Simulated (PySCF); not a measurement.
## Ionisation energy along the 3-electron series

Calculated with PySCF 2.14 and a two-component X2C-1e Hamiltonian (Gaussian nucleus, no Breit or QED terms), each ion in its own even-tempered basis scaled to its charge; GMP2 freezes nothing and drops the highest virtual spinors. Values in eV. NIST values: (m) measured, (s) semi-empirical, (t) theoretical.

```tsv
ion	configuration	GHF (screened spin-orbit)	GMP2 (screened spin-orbit)	NIST
Ba(53+)	[He] 2s1	10626.2	10626.4	10616.42 ± 0.05 (t)
La(54+)	[He] 2s1	11043.8	11044.0	11033.4 ± 0.05 (t)
Ce(55+)	[He] 2s1	11470.9	11471.1	11459.85 ± 0.06 (t)
```

Between Z = 56 and Z = 58 the GMP2 (screened spin-orbit) value grows as Z to the power 2.18.
